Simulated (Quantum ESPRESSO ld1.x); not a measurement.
Te, configuration [Kr] 4d9.5 5s2 5p4.5 (fractional occupations, a model configuration).

All-electron calculation, non-relativistic Kohn-Sham, LDA (Slater exchange, Perdew-Zunger correlation), spin-unpolarised, spherical densities, point nucleus; relativity is left out, which matters for an element this heavy. Program: ld1.x of Quantum ESPRESSO 7.5.

Energy parts (eV):
total: -179809.98
kinetic: 179713.17
electron-nucleus: -427048.08
Hartree: 72023.77
exchange-correlation: -4498.84

Orbitals (lengths in bohr, moments of r in powers of bohr):
1s: occ. 2; eigenvalue (eV) -30367.8; <r> 0.02926
2s: occ. 2; eigenvalue (eV) -4549.63; <r> 0.1261
2p: occ. 6; eigenvalue (eV) -4271.70; <r> 0.1074
3s: occ. 2; eigenvalue (eV) -906.193; <r> 0.3363
3p: occ. 6; eigenvalue (eV) -789.824; <r> 0.3267
3d: occ. 10; eigenvalue (eV) -572.926; <r> 0.2971
4s: occ. 2; eigenvalue (eV) -155.324; <r> 0.7929
4p: occ. 6; eigenvalue (eV) -115.132; <r> 0.8309
4d: occ. 9.5; eigenvalue (eV) -46.9656; <r> 0.9548
5s: occ. 2; eigenvalue (eV) -15.0335; <r> 2.120
5p: occ. 4.5; eigenvalue (eV) -6.6954; <r> 2.599

The highest occupied level is 5p at -6.695 eV. Summed over all electrons, <r^2> = 63.83 bohr^2, which gives a Langevin (diamagnetic) susceptibility term of -50.6 x 10^-6 cm^3/mol. Virial ratio -V/T = 2.00054. The density falls to 0.001 e/bohr^3 at r = 4.62 bohr.
